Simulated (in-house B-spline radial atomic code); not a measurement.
Ionisation energies along the 61-electron series, configuration 1s2 2s2 2p6 3s2 3p6 3d10 4s2 4p6 4d10 4f5/2(6) 4f7/2(7) 5s2, as differences of self-consistent energies. Dirac energy differences include first-order Breit, QED and recoil terms. NIST's values go from ground level to ground level; the uncertainty of those that are theory runs from under 0.1 % in few-electron ions to several per cent in heavy many-electron ones. Computed with a B-spline radial code for spherical atoms: Dirac-Hartree-Fock, jj configuration that fills j = l - 1/2 first, finite nuclei.

A number in brackets counts the electrons of a j subshell.

```csv
ion,configuration after,ionisation energy (eV),IE/(q+1)² (eV),-ε less Coulomb ΔSCF (eV),Breit and QED recoil part (eV),tabulated value (eV),computed minus tabulated (eV)
Ta12+,[Kr] 4d10 4f5/2(6) 4f7/2(6) 5s2,252.7,1.4955,4.3782,0.14423,262,-9.3
W13+,[Kr] 4d10 4f5/2(6) 4f7/2(6) 5s2,289.5,1.4769,4.3642,0.15076,290.7,-1.2
Re14+,[Kr] 4d10 4f5/2(6) 4f7/2(6) 5s2,328.2,1.4585,4.3542,0.15592,330,-1.8
Os15+,[Kr] 4d10 4f5/2(6) 4f7/2(6) 5s2,368.7,1.4404,2.6297,0.1597,367,1.7
Ir16+,[Kr] 4d10 4f5/2(6) 4f7/2(6) 5s2,?,?,?,?,?,?
Pt17+,[Kr] 4d10 4f5/2(6) 4f7/2(6) 5s2,455.5,1.4059,-,0.16309,445,10.5
Au18+,[Kr] 4d10 4f5/2(6) 4f7/2(6) 5s2,501.7,1.3897,-,0.16267,487,14.7
Hg19+,[Kr] 4d10 4f5/2(6) 4f7/2(7) 5s1,?,?,?,?,?,?
Tl20+,[Kr] 4d10 4f5/2(6) 4f7/2(7) 5s1,557.3,1.2637,0.45868,-0.87153,570,-12.7
```

(1) Fill in the row of Ir16+.

(2) Fill in the row of Hg19+.

## Answers

(1) ionisation energy (eV): 411.2; IE/(q+1)² (eV): 1.4229; Breit and QED recoil part (eV): 0.16209; tabulated value (eV): 407; computed minus tabulated (eV): 4.2.

(2) ionisation energy (eV): 517.1; IE/(q+1)² (eV): 1.2927; -ε less Coulomb ΔSCF (eV): 0.46119; Breit and QED recoil part (eV): -0.80236; tabulated value (eV): 530; computed minus tabulated (eV): -12.9.
